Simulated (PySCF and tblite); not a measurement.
The numbers below are computed, except where a source is named.
System: C4H7FSe, numbered as in [F:1][C@H:2]1[CH2:3][CH2:4][Se:5][CH2:6]1.

Motion: inversion of the 5-membered ring (2–3–4–5–6). GFN2-xTB gives an electronic barrier of 3.1 kcal/mol and a reaction energy of 0.2 kcal/mol.

The barrier is low, and the GFN2-xTB saddle may lie off the DFT one, so take it as rough. Spin–orbit effects of heavy atoms on shieldings are missing.

Question: What does PBE0/pcSseg-1 + D3(BJ), IEF-PCM dichloromethane give on GFN2-xTB geometries?

Answer: A barrier of 1.7 kcal/mol, 1.4 below the tight-binding barrier (from unrounded values), a reaction energy of -1.4 kcal/mol and, with GFN2-xTB thermal terms, ΔG‡(298 K) = 1.9 kcal/mol and k = 2.4×10¹¹ s⁻¹ (1 equivalent path).

Programs: tblite and PySCF.
